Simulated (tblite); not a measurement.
C8H9N.
SMILES with atom numbers: `[CH2:1]=[C:2]1[CH2:3][C@@H:4]1[n:5]1[cH:6][cH:7][cH:8][cH:9]1` (hydrogens: H10, H11 on C1; H12, H13 on C3; H14 on C4; H15 on C6; H16 on C7; H17 on C8; H18 on C9)

Computed with GFN2-xTB (tblite), gas phase: Langevin dynamics at 200 K from the optimised GFN2-xTB geometry, time step 0.5 fs, friction 0.01 fs⁻¹, 2000 steps. The instantaneous temperature is 2·E(kin)/(3Nk) with all 3N coordinates.

```tsv
t (fs)	T (K)	E(pot) above start (eV)	C1=C2 (Å)	C2–C3 (Å)	C3–C4 (Å)	C4–N5 (Å)	N5–C6 (Å)	C1–H10 (Å)	C3–C4–N5–C6 (°)
0	170	0.000	1.307	1.464	1.521	1.423	1.360	1.078	-126
25	135	0.190	1.316	1.471	1.503	1.441	1.378	1.078	-120
50	145	0.308	1.293	1.476	1.527	1.435	1.364	1.086	-122
75	143	0.367	1.326	1.454	1.524	1.424	1.326	1.075	-128
100	154	0.397	1.299	1.461	1.532	1.459	1.335	1.076	-131
125	203	0.357	1.312	1.472	1.538	1.461	1.329	1.064	-136
150	180	0.387	1.303	1.454	1.496	1.412	1.341	1.067	-145
175	195	0.436	1.302	1.430	1.505	1.452	1.338	1.097	-147
200	232	0.454	1.299	1.472	1.510	1.422	1.322	1.047	-150
225	234	0.515	1.306	1.514	1.510	1.474	1.340	1.099	-157
250	214	0.445	1.315	1.479	1.510	1.430	1.337	1.119	-158
275	212	0.448	1.308	1.432	1.554	1.484	1.338	1.048	-139
300	216	0.364	1.309	1.480	1.512	1.436	1.359	1.059	-147
325	188	0.474	1.322	1.471	1.547	1.440	1.394	1.118	-138
350	231	0.452	1.325	1.490	1.542	1.418	1.384	1.102	-139
375	183	0.475	1.303	1.493	1.523	1.413	1.385	1.047	-145
400	195	0.518	1.327	1.438	1.526	1.474	1.398	1.076	-160
425	171	0.574	1.270	1.474	1.496	1.434	1.384	1.092	-169
450	236	0.390	1.322	1.428	1.481	1.462	1.384	1.086	-162
475	186	0.519	1.297	1.467	1.498	1.430	1.365	1.066	-170
500	192	0.484	1.316	1.488	1.480	1.464	1.366	1.092	-163
525	241	0.414	1.309	1.456	1.540	1.441	1.341	1.065	-177
550	162	0.571	1.305	1.466	1.533	1.470	1.322	1.071	-177
575	231	0.433	1.322	1.478	1.509	1.401	1.316	1.076	179
600	178	0.438	1.313	1.457	1.545	1.413	1.334	1.076	179
625	136	0.560	1.298	1.495	1.499	1.418	1.321	1.073	180
650	204	0.416	1.311	1.430	1.561	1.404	1.348	1.065	179
675	130	0.586	1.310	1.499	1.539	1.421	1.352	1.082	-168
700	173	0.416	1.327	1.489	1.550	1.401	1.338	1.111	-178
725	166	0.481	1.321	1.442	1.573	1.417	1.356	1.052	-171
750	155	0.449	1.296	1.485	1.566	1.431	1.401	1.093	-171
775	158	0.401	1.343	1.446	1.535	1.417	1.385	1.098	178
800	174	0.313	1.303	1.458	1.527	1.421	1.353	1.062	173
825	158	0.340	1.311	1.491	1.498	1.441	1.361	1.064	160
850	115	0.420	1.321	1.398	1.549	1.395	1.364	1.102	162
875	163	0.365	1.283	1.487	1.534	1.399	1.369	1.076	157
900	187	0.344	1.353	1.481	1.522	1.416	1.382	1.036	154
925	187	0.329	1.284	1.443	1.575	1.396	1.359	1.115	150
950	204	0.310	1.317	1.497	1.522	1.417	1.358	1.099	142
975	201	0.352	1.316	1.467	1.498	1.408	1.364	1.055	135
1000	195	0.270	1.287	1.476	1.500	1.418	1.357	1.066	134
```

**Question.** From 500 fs on, how do temperature and potential energy compare with equipartition?

**Answer.** The mean temperature of these 21 frames is 177 K against the target 200 K, and the mean potential energy 0.41 eV against 48 × kT/2 = 0.41 eV for 48 classical harmonic modes. For 18 atoms in a canonical ensemble the temperature itself scatters by T·√(2/(3N)) = 38 K; here its standard deviation is 30 K. The whole run lasts only 10 friction times of 100 fs, so these averages carry a wide statistical error.

**Question.** What are the kinetic and total energies of the listed frame with the highest potential energy?

**Answer.** The one at 675 fs, 0.586 eV above the start. Its kinetic energy is 3NkT/2 = 0.304 eV at 130 K, so the sum is 0.89 eV; over the listed frames the sum runs from 0.39 to 1.06 eV, since the thermostat adds and removes energy.

**Question.** How much do the listed bonds fluctuate from 500 fs on?

**Answer.** 
```
  bond  at the start (Å)  mean (Å)  standard deviation (Å)
 C1=C2             1.307     1.312                   0.017
 C2–C3             1.464     1.468                   0.025
 C3–C4             1.521     1.531                   0.026
 C4–N5             1.423     1.419                   0.020
 N5–C6             1.360     1.355                   0.021
C1–H10             1.078     1.077                   0.020
```

The motion is classical and holds no zero-point motion.

What follows is the cost of the whole dynamics run. On an AMD EPYC 7B13 with one thread, no GPU, shared host with 128 logical CPUs at a one-minute load of 6.8, this took 14 s and 0.18 GiB of memory at its peak.
